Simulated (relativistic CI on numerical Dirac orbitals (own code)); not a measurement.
# Electric-dipole transitions in Ta40+

These numbers are calculated, not measured: Dirac-Coulomb-Breit CI, separate exchange-only KLI orbitals for each configuration, model QED (radiative potential, 1s self-energy scaled to tabulated hydrogen-like ionisation energies), unscaled Slater integrals (own radial code, finite nucleus).

CI space (outside the closed core [Ar] 3d10): 4s²4p³, 4s4p⁴, 4s²4p²4d, 4p⁵, 4s4p³4d, 4s²4p²4f, 4s4p³4f, 4p⁴4d, 4s4p²4d², 4s²4p4d4f, 4p⁴4f, 4s²4p4d², 4s²4d³, 4s4p4d³, 4s²4d²4f, 4s4p4d²4f, 4p³4d², 4p²4d³, 4p²4d²4f. Double excitations out of closed p, d and f shells are left out; levels of such configurations are missing from the list, as are those of other unlisted configurations, and high levels can miss mixing partners.

| λ vac (Å) | Lower | Upper | A (s⁻¹) | log gf | S velocity/length |
| --- | --- | --- | --- | --- | --- |
| 47.814 | 4s²4p²4d ²D3/2 [5] | 4s²4p4d² ²D°3/2 [67] | 2.33e+12 | 0.50 | 0.99 |
| 48.772 | 4s²4p³ ²P°3/2 [1] | 4s²4p²4d ²P1/2 [19] | 1.51e+12 | 0.03 | 1.00 |
| 48.883 | 4s²4p³ ²P°3/2 [1] | 4s²4p²4d ²D3/2 [18] | 1.90e+12 | 0.43 | 1.01 |
| 48.892 | 4s4p⁴ ⁴P5/2 [6] | 4s4p³4d ⁴S°3/2 [80] | 1.29e+12 | 0.27 | 0.98 |
| 49.001 | 4s4p⁴ ⁴P5/2 [6] | 4s4p³4d ⁴D°7/2 [79] | 9.51e+11 | 0.44 | 1.01 |
| 49.063 | 4s²4p³ ⁴S°3/2 [2] | 4s²4p²4d ²D5/2 [36] | 5.46e+11 | 0.07 | 1.01 |
| 49.191 | 4s²4p³ ²P°3/2 [1] | 4s²4p²4d ⁴P5/2 [17] | 1.25e+12 | 0.44 | 1.01 |
| 49.192 | 4s²4p³ ⁴S°3/2 [2] | 4s²4p²4d ²D3/2 [34] | 1.08e+12 | 0.19 | 1.01 |
| 49.255 | 4s4p⁴ ⁴P5/2 [6] | 4s4p³4d ⁴D°5/2 [76] | 1.09e+12 | 0.38 | 0.99 |
| 49.467 | 4s²4p³ ²P°1/2 [4] | 4s²4p²4d ²D3/2 [44] | 1.22e+12 | 0.25 | 1.01 |
| 49.606 | 4s²4p²4d ²G9/2 [21] | 4s²4p4d² ⁴G°11/2 [153] | 8.72e+11 | 0.59 | 1.01 |
| 49.736 | 4s²4p³ ²D°5/2 [3] | 4s²4p²4d ²F7/2 [38] | 1.08e+12 | 0.51 | 1.01 |
| 50.157 | 4s²4p³ ²D°5/2 [3] | 4s²4p²4d ²D5/2 [36] | 7.75e+11 | 0.24 | 1.01 |
| 50.235 | 4s²4p²4d ²G9/2 [21] | 4s²4p4d² ⁴G°9/2 [147] | 1.00e+12 | 0.58 | 0.98 |
| 50.299 | 4s²4p²4d ⁴P5/2 [17] | 4s²4p4d² ²F°7/2 [141] | 1.19e+12 | 0.56 | 1.00 |
| 50.780 | 4s4p⁴ ⁴P5/2 [8] | 4s4p³4d ⁴D°7/2 [83] | 6.55e+11 | 0.31 | 1.00 |
| 51.769 | 4s²4p²4d ²D3/2 [5] | 4s²4p4d² ⁴G°5/2 [60] | 7.36e+11 | 0.25 | 1.01 |
| 58.414 | 4s²4p²4d ²F5/2 [11] | 4s²4p²4f ⁴G°7/2 [102] | 8.64e+11 | 0.55 | 1.00 |
| 59.917 | 4s²4p²4d ²G7/2 [14] | 4s²4p²4f ²H°9/2 [103] | 8.88e+11 | 0.68 | 0.98 |
| 60.057 | 4s²4p²4d ²D3/2 [5] | 4s²4p²4f ²F°5/2 [50] | 6.91e+11 | 0.35 | 1.00 |
| 61.414 | 4s²4p³ ²D°5/2 [3] | 4s4p⁴ ²P3/2 [28] | 6.40e+11 | 0.16 | 0.99 |
| 64.448 | 4s²4p³ ²D°5/2 [3] | 4s4p⁴ ²D5/2 [27] | 6.01e+11 | 0.35 | 1.00 |
| 64.454 | 4s²4p²4d ²F5/2 [24] | 4s²4p4d² ²F°7/2 [126] | 9.90e+11 | 0.69 | 0.99 |
| 64.917 | 4s²4p³ ²P°3/2 [7] | 4s²4p²4d ²D5/2 [53] | 9.97e+11 | 0.58 | 1.01 |
| 65.406 | 4s²4p²4d ²F7/2 [23] | 4s²4p4d² ²H°9/2 [122] | 7.39e+11 | 0.68 | 0.99 |
| 65.822 | 4s²4p³ ⁴S°3/2 [2] | 4s²4p²4d ²F5/2 [24] | 6.60e+11 | 0.41 | 1.01 |
| 66.432 | 4s4p⁴ ⁴P5/2 [8] | 4s4p³4d ⁴D°7/2 [54] | 5.64e+11 | 0.48 | 1.00 |
| 66.438 | 4s²4p³ ²P°3/2 [7] | 4s²4p²4d ²D3/2 [52] | 6.99e+11 | 0.27 | 0.99 |
| 67.648 | 4s²4p³ ²P°3/2 [1] | 4s4p⁴ ⁴P5/2 [8] | 2.83e+11 | 0.07 | 1.01 |
| 68.009 | 4s²4p³ ²D°5/2 [3] | 4s²4p²4d ²F7/2 [23] | 4.36e+11 | 0.38 | 1.01 |

Terms are leading LS components. Brackets give the number of a level in order of energy, since labels repeat. The list gives strong lines, with weight on those to low levels, among the lowest 200 of 3430 levels, so that lines to higher ones, which can be the strongest, are missing. Levels whose partners in the same complex of configurations lie outside the list can be far off, and so can their lines. Rates are taken at the computed energies, electric ones in the length gauge. A velocity-to-length ratio far from 1 marks an uncertain rate.

At this charge energies of transitions that change n are usually good to better than 1 %, and those within a shell (Δn = 0) to a few per cent.

LS names give the leading component of a level, which can be under half, so a name can repeat, a term be missing and a line seem to break the LS rules.
